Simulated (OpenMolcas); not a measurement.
# Ni7+, Pd7+, Pt7+: d³ down the group

- Program: OpenMolcas
- Method: SS-RASPT2, IPEA 0.25 Eh, imaginary shift 0.1 Eh
- Basis: ANO-RCC-VTZP
- Scalar Hamiltonian: DKH2, point nucleus
- Spin-orbit coupling: RASSI with atomic mean-field integrals over the reference wave functions, term energies averaged over their components

Active space for each ion: 9 electrons in 8 orbitals (RAS1 p, at most 2 holes; RAS2 d); closed shells correlated by CASPT2: Ni7+ 3s; Pd7+ 4s; Pt7+ 5s.

Computed levels in cm-1 above ⁴F_3/2:

| Level | Ni7+ | Pd7+ | Pt7+ |
| --- | --- | --- | --- |
| ⁴F_5/2 | 1008 | 2560 | 10830 |
| ⁴F_7/2 | 2330 | 5450 | 18010 |
| ⁴P_1/2 | 24180 | 16870 | 23010 |
| ⁴P_5/2 | 25770 | 20610 | 34770 |
| ²G_7/2 | 26680 | 20520 | 33220 |
| ²G_9/2 | 27920 | 21680 | 54280 |
| ²P_3/2 | 33570 | 32930 | 57940 |
| ²P_1/2 | 34030 | 26310 | 41570 |
| ²H_9/2 | 36850 | 29380 | 35050 |
| weight of ⁴F in the lowest level (%) | 100 | 96 | 75 |

Mixed levels, with the weight of the term that names them: Ni7+ ²P_3/2 (54 %), Pd7+ ²G_9/2 (57 %), Pd7+ ²P_3/2 (56 %), Pd7+ ²H_9/2 (62 %), Pt7+ ⁴F_3/2 (75 %), Pt7+ ⁴P_1/2 (67 %), Pt7+ ²G_7/2 (73 %), Pt7+ ²G_9/2 (58 %), Pt7+ ²P_3/2 (56 %), Pt7+ ²P_1/2 (67 %), Pt7+ ²H_9/2 (53 %).

Measured, with the error of the calculation in %. Measured levels: Ni7+ from Corliss and Sugar, J. Phys. Chem. Ref. Data 10, 197 (1981).

```
 Level          Ni7+
⁴F_5/2   1012 (-0.4)
⁴F_7/2   2184 (+6.9)
⁴P_1/2  23261 (+3.9)
⁴P_5/2  24669 (+4.5)
```

The fine-structure level ⁴F_7/2 changes by a factor of 7.73 from Ni7+ to Pt7+.

Without spin-orbit coupling ⁴P lies 22930, 14150, 13120 cm-1 above ⁴F in that order; the difference to the level ⁴P_1/2, of either sign, comes from spin-orbit coupling, which also lowers the zero.

CASPT2 breaks the degeneracy within a term, and the mean is taken; among the terms shown or strongly mixed into the levels shown the widest spread is 340 cm-1 (4d³ ⁴F, Pd7+). Active for correlation alone: 3p; no level in the range computed is led by a configuration that opens it, so any true level of that kind is missing (holds for Ni7+). Active for correlation alone: 4p; no level in the range computed is led by a configuration that opens it, so any true level of that kind is missing (holds for Pd7+). Active for correlation alone: 5p; no level in the range computed is led by a configuration that opens it, so any true level of that kind is missing (holds for Pt7+). Computed and measured levels are paired by configuration, term and J; levels that our copy of the source lacks, or whose pairing is in doubt (as where it misses far off the trend of its configuration), stay unpaired and out of the deviations. Levels of configurations outside the active space are missing.
